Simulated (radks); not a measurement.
Question: Species: Ca IV. Configuration: [Ne] 3s2 3p5 (the NIST ground configuration). All-electron calculation, non-relativistic Kohn-Sham, BP86, spin-polarised, spherical densities, point nucleus; open shells are filled with parallel spins first. Program: a radial shooting solver on a logarithmic mesh with Libxc functionals. Some entries of the table are withheld. Estimate them.

orbital  occ.  eigenvalue (eV)  <r^2> (bohr^2)
1s up       1        -3966.438        0.008035
1s down     1        -3966.133        0.008034
2s up       1        -446.6024             (1)
2s down     1        -446.3459             (2)
2p up       3        -370.5483             (3)
2p down     3        -370.1763             (4)
3s up       1         -79.5657           1.458
3s down     1         -78.1740           1.467
3p up       3         -60.3443           1.686
3p down     2         -59.0169           1.704

Answer: 
(1) 2s up <r^2> (bohr^2): 0.1590
(2) 2s down <r^2> (bohr^2): 0.1589
(3) 2p up <r^2> (bohr^2): 0.1332
(4) 2p down <r^2> (bohr^2): 0.1332
